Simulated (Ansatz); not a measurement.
`CN1[SiH2]C1F` → `C[SiH2]/N=C/F`  (isomerisation)

Gas-phase electronic energies from Ansatz, PBE0-D4/def2-TZVP geometries. CCSD(T)/CBS adds triple-zeta CCSD(T) − MP2 to the extrapolated MP2 energy (def2 sets, frozen cores). Functionals use def2-TZVPP. One conformer a species, not always the lowest.

`CN1[SiH2]C1F`:

Cartesian coordinates in Å:
```
C -0.675 1.212 -0.740
N 0.076 0.205 -0.049
Si 0.838 -0.486 1.294
C 0.050 -1.192 -0.227
F 0.800 -1.674 -1.294
H -0.331 1.321 -1.773
H -0.550 2.172 -0.238
H -1.745 0.970 -0.757
H 0.153 -0.494 2.612
H 2.305 -0.345 1.441
H -0.923 -1.690 -0.268
```

`C[SiH2]/N=C/F`:

```xyz
11

C     1.647   -0.693   -0.338
Si   -0.029   -0.622    0.463
N    -1.096    0.309   -0.549
C    -1.711    1.320   -0.200
F    -2.505    1.981   -1.050
H     2.329   -1.309    0.253
H     2.079    0.307   -0.424
H     1.574   -1.122   -1.339
H     0.064   -0.018    1.828
H    -0.624   -1.977    0.584
H    -1.729    1.825    0.771
```

```csv
species,ωB97X-V energy (Eh)
`CN1[SiH2]C1F`,-523.85070
`C[SiH2]/N=C/F`,-523.91402
```

(1) Work out ΔE.

Largest T1 diagnostic among the species: 0.013.

Answers

(1) ΔE = (-523.91402) − (-523.85070) = -0.06332 Eh = -39.7 kcal/mol. CCSD(T)/CBS gives -41.5 kcal/mol.

In def2-TZVPP, CCSD(T) changes the Hartree–Fock value by +5.9 kcal/mol (the triples alone add +0.2 kcal/mol) and MP2 by +6.4 kcal/mol.
